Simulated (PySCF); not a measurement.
## Vertical excitation energies

C6H9NSi.
Z-matrix (Å and degrees, PBE0-D3(BJ)/def2-SVP geometry), rows numbered from 1:
```
C 
Si  1  1.8730
C   2  1.8937  1  109.10
C   3  1.4006  2  124.27  1  -131.37
C   4  1.3934  3  119.22  2   179.97
C   5  1.3912  4  118.61  3    -0.01
C   6  1.3963  5  118.27  4    -0.01
N   7  1.3278  6  123.41  5    -0.01
H   1  1.1008  2  108.29  3   -50.34
H   1  1.1006  2  110.85  3    68.07
H   1  1.1002  2  112.02  3  -170.43
H   2  1.4964  1  110.52  3   119.59
H   2  1.4989  1  112.00  3  -120.12
H   4  1.0930  3  120.10  2     0.12
H   5  1.0932  4  120.67  3  -179.94
H   6  1.0922  5  121.37  4  -179.95
H   7  1.0965  6  120.14  5  -179.95
```

Level of theory: PySCF, TDDFT wB97X-D/def2-SVPD, vertical, gas phase, core orbitals frozen in the response.

| state | E (eV) | E (hartree) | f | main configurations (H = HOMO, L = LUMO) |
| --- | --- | --- | --- | --- |
| S1 | 4.67 | 0.1715 | 0.0046 | H→L (97%) |
| S2 | 5.08 | 0.1866 | 0.0000 | H→L+1 (98%) |
| S3 | 5.46 | 0.2007 | 0.074 | H-1→L (68%), H-2→L+1 (16%) |
| S4 | 6.24 | 0.2294 | 0.099 | H-1→L+1 (58%), H-2→L (27%), H-1→L (12%) |
| S5 | 6.88 | 0.2530 | 0.0023 | H-5→L (55%), H-4→L (29%), H-3→L (10%) |
| S6 | 7.16 | 0.2633 | 0.312 | H-2→L (39%), H-1→L+1 (24%), H-2→L+1 (22%) |
| S7 | 7.26 | 0.2667 | 0.710 | H-2→L+1 (52%), H-2→L (21%), H-1→L (11%) |
| S8 | 7.33 | 0.2695 | 0.011 | H-5→L+1 (53%), H-4→L+1 (30%), H-3→L+1 (11%) |
| S9 | 7.53 | 0.2766 | 0.0031 | H→L+2 (78%), H→L+5 (11%) |
| S10 | 7.66 | 0.2814 | 0.0034 | H-1→L+2 (78%), H-1→L+3 (12%) |

Triplets, Tamm–Dancoff:

```tsv
state	E (eV)	λ (nm)	main configurations (H = HOMO, L = LUMO)
T1	4.04	306.8	H→L (90%)
T2	4.25	292.0	H-1→L+1 (41%), H-1→L (32%), H-2→L (16%)
T3	4.61	268.9	H-1→L (62%), H-1→L+1 (26%)
T4	4.90	253.1	H→L+1 (94%)
```

The lowest singlet lies at 4.67 eV (266 nm, ultraviolet) and is very weak; its leading configuration is HOMO→LUMO (97%). The most intense listed level is S7 at 7.26 eV (171 nm, f = 0.710), 2.59 eV above S1. Löwdin shares by element: HOMO nitrogen 52%, carbon 23% or more, silicon 6% (atoms not listed hold the other 19%); LUMO carbon 51% or more, nitrogen 20% (atoms not listed hold the other 29%). The oscillator strengths of these states sum to 1.220; summed over the whole spectrum of an exact calculation they would give the number of electrons, 66 (Thomas–Reiche–Kuhn). Of the 10 states listed, 5 reach f = 0.01 and 1 stays under 0.0005. The listed states span 2.99 eV, and the widest gap between neighbours is 0.78 eV (S3 to S4). All these states lie below the vertical ionisation energy of 9.16 eV (ΔSCF). Singlets were solved by full linear response, triplets in the Tamm–Dancoff approximation.

One conformer stands for the species.
